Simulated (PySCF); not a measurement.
A GIAO shielding run with PySCF 2.14 (density fitting, non-relativistic, gas phase) on `C=CC[Si@]1(C)C=CC=C1F`, C₈H₁₁FSi:

```
$ OMP_NUM_THREADS=1 python probes_run.py task.json out

{"job": {"kind": "nmr", "xc": "PBE0", "basis": "pcSseg-1"}, "charge": 0, "multiplicity": 1}
C      3.284596    -0.139081     0.470897
C      2.228618    -0.769889    -0.010246
C      1.232133    -0.163323    -0.932344
Si    -0.375915     0.255368     0.022236
C     -0.062827     1.519289     1.404956
C     -1.394075    -1.263347     0.496613
C     -2.541186    -1.275013    -0.195115
C     -2.778614    -0.174835    -1.114215
C     -1.796350     0.729290    -1.157685
F     -1.852538     1.817637    -1.953224
H      3.508833     0.877686     0.192246
H      3.973154    -0.609544     1.151531
H      2.022963    -1.789674     0.286647
H      1.001987    -0.857836    -1.740268
H      1.637583     0.746176    -1.374400
H      0.272325     2.466978     0.994625
H      0.709564     1.157095     2.076092
H     -0.958943     1.705016     1.988300
H     -1.145814    -2.042613     1.197001
H     -3.289916    -2.049168    -0.106751
H     -3.684497    -0.123270    -1.697369
```

Hardware: 1 thread of an Arm Neoverse N1, shared host. The job also computes population analyses, field gradients, ring-centre shieldings.

(1) How large is the calculation?

(2) How long does it take, and how much memory does it need?

Answers

(1) 82 electrons, 232 basis functions and 1220 auxiliary functions.

(2) 120 s of wall time, with 14 SCF cycles and 5 response iterations; peak memory 1.1 GiB. Times on a shared host scatter by some tens of per cent.
